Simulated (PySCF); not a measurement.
Delta-SCF ions had no search for a lower state. Excitations are Tamm–Dancoff values on a coarser integration grid. The basis has no diffuse functions, so Rydberg states are missing or too high.

# C₂H₅NS, SMILES `NC(C)=S` (charge 0, multiplicity 1)

Calculation: PySCF with r2SCAN-D4/def2-TZVP.

* **HOMO**: -5.06 eV
* **dipole moment**: 4.57 D
* **HOMO–LUMO gap**: 3.46 eV
* **LUMO**: -1.60 eV
* **S1 excitation (TDA)**: 3.58 eV
* **S1 oscillator strength**: 0.000
* **brightest of the four lowest singlets (TDA)**: 6.11 eV
* **T1 excitation (TDA)**: 3.16 eV
* **S1–T1 gap (TDA)**: 0.42 eV
* **vertical ionisation energy (Delta-SCF)**: 8.23 eV
* **total energy**: -532.1314 Ha
* **cost**: very roughly 6 core-minutes

```xyz
9

C     -1.0815     0.2158     0.0255
C      0.2376    -0.4643     0.2679
N      1.2893     0.1669    -0.2861
S      0.3996    -1.8578     1.1315
H     -1.8855    -0.3447     0.4916
H     -1.2749     0.2970    -1.0493
H     -1.0653     1.2308     0.4360
H      2.2101    -0.2243    -0.1697
H      1.1801     1.0184    -0.8127
```
